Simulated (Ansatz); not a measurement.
GeH6OSi can be A, `[SiH3][O][GeH3]`, or B, `O[SiH2][GeH3]`.

Isolated molecules relaxed with PBE0-D4/def2-TZVP in Ansatz; ΔE leaves out vibrations. CCSD(T)/CBS adds triple-zeta CCSD(T) − MP2 to the extrapolated MP2 energy (def2 sets, frozen cores). Functionals use def2-TZVPP. B3LYP here is the variant with VWN-RPA as its local correlation; programs differ in this. For Ge outer-core shells are correlated without core-valence functions, which leaves a few kJ/mol of doubt a bond. Scalar relativity is left out up to krypton. Each species was taken in one conformer, which may not be the lowest.

(1) Which is lower in electronic energy at CCSD(T)/CBS, and by how much? (Best estimate.)

(2) Give E(B) − E(A) in kJ/mol with HF/def2-TZVPP, B3LYP-D4, B2PLYP, r2SCAN-D4, BLYP-D4, MP2/def2-TZVPP, PBE-D4. (Best estimate.)

(3) Does the order hold for the free energy at 298.15 K (harmonic terms from PBE0-D4)? (An estimate is asked.)

Largest T1 diagnostic: 0.012.

Results:

(1) Ansatz gave: A, by 23.9 kJ/mol.

(2) Computed: HF/def2-TZVPP 50.6, B3LYP-D4 24.8, B2PLYP 29.7, r2SCAN-D4 19.3, BLYP-D4 22.2, MP2/def2-TZVPP 32.9, PBE-D4 6.5. None reverses the order clearly.

(3) Ansatz gave: Yes: G(B) − G(A) = +31.2 kJ/mol, for one conformer each. Modes under 60 cm⁻¹, often nearly free rotors, make the harmonic entropy too high.

From PBE to PBE0 (25 % exact exchange), in def2-TZVPP and without D4, E(B) − E(A) moves by +5.1 kJ/mol. In def2-TZVPP, CCSD(T) changes the Hartree–Fock value by −21.8 kJ/mol (the triples alone add −1.6 kJ/mol) and MP2 by −17.8 kJ/mol.
